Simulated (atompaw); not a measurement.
# Plane-wave convergence, PAW (atompaw) potential for promethium

Pm (Z = 61), PAW, made with atompaw 4.2.0.5 (PBEsol, scalar-relativistic). Core [Kr] 4d10 4f4, reference 5s2 5p6 5d1 6s1.5 6p0 (charge +0.5). Waves: 5s (bound): rc 1.60 bohr; 6s (bound): rc 3.00 bohr; 5p (bound): rc 2.35 bohr; 6p (bound, empty): rc 2.35 bohr; 5d (bound): rc 3.00 bohr; 5d channel at 1.3 Ry: rc 3.00 bohr. Local part: ultrasoft scheme with l = 3 at 0.5 Ry, radius 2.60 bohr. Core correction: smooth core density matched at 1.55 bohr. Augmentation charge: sinc compensation charge, radius 2.95 bohr; PAW radius 3.00 bohr; waves and projectors: custom polynom vanderbiltortho.

The pseudo-atom Hamiltonian at the reference potential is diagonalised in spherical Bessel functions j_l(qr) that vanish at 20 bohr, with q² up to the cutoff. All-electron valence levels (Ry): 5s -3.5407, 6s -0.4682, 5p -2.0790, 6p -0.2485, 5d -0.4118.

Task: How do the lowest levels (Ry) of each channel move with the cutoff, and are there ghosts?

Result:

```
cutoff (Ry)     s #1     s #2     s #3     p #1     p #2     d #1    f #1  Σ f·Δε (mRy)
          8  -3.4220  -0.4680  -0.0929  -2.0303  -0.2423  -0.4085  0.0149         533.5
         12  -3.4763  -0.4682  -0.0930  -2.0771  -0.2482  -0.4113  0.0149         140.6
         18  -3.5312  -0.4682  -0.0930  -2.0783  -0.2483  -0.4117  0.0149          23.2
         30  -3.5399  -0.4682  -0.0930  -2.0789  -0.2485  -0.4118  0.0149           2.0
         40  -3.5404  -0.4682  -0.0930  -2.0790  -0.2485  -0.4118  0.0149           0.7
         50  -3.5407  -0.4682  -0.0930  -2.0790  -0.2485  -0.4118  0.0149           0.1
        400  -3.5407  -0.4682  -0.0930  -2.0790  -0.2485  -0.4118  0.0149           0.0
```

Result: no extra level below or beside the all-electron valence levels (s, p, d, f tested); 10 mRy is reached at 21 Ry and 1 mRy at 40 Ry.
